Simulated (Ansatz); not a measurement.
Start from `CCN` and change one atom or group to get `N[CH2][ZnH]`.

Ansatz, PBE0-D4/def2-TZVP geometries, multiplicity 1. Each molecule was computed in one conformer, which needn't be the lowest.

Scalar relativity is left out up to krypton.

```
                                          property  `CCN`
               LUMO energy (B3LYP/def2-TZVPP) / eV   0.73
             HOMO energy (ωB97M-V/def2-TZVPP) / eV  -9.24
                 HOMO energy (PBE/def2-TZVPP) / eV  -5.32
              HOMO–LUMO gap (PBE0/def2-TZVPP) / eV   7.91
size of the dipole moment (ωB97M-V/def2-TZVPP) / D   1.30
                LUMO energy (PBE0/def2-TZVPP) / eV   1.09
```

Question: Give the same properties after the change, and the shifts. (Estimate.)

Answer: The calculation gave: 
| property | `N[CH2][ZnH]` | shift |
| --- | --- | --- |
| LUMO energy (B3LYP/def2-TZVPP) / eV | -0.73 | -1.46 |
| HOMO energy (ωB97M-V/def2-TZVPP) / eV | -8.68 | 0.56 |
| HOMO energy (PBE/def2-TZVPP) / eV | -5.03 | 0.29 |
| HOMO–LUMO gap (PBE0/def2-TZVPP) / eV | 5.93 | -1.98 |
| size of the dipole moment (ωB97M-V/def2-TZVPP) / D | 1.49 | 0.19 |
| LUMO energy (PBE0/def2-TZVPP) / eV | -0.44 | -1.53 |

With PBE0 the HOMO rises by 0.45 eV and the LUMO falls by 1.53 eV, so the gap narrows by about 1.98 eV. PBE moves the HOMO by 0.29 eV and ωB97M-V by 0.56 eV. The zero-point energy changes by -86.8 kJ/mol with -6 modes. Dipoles are sizes alone; their direction can turn.

B3LYP here is the variant with VWN-RPA as its local correlation; programs differ in this.
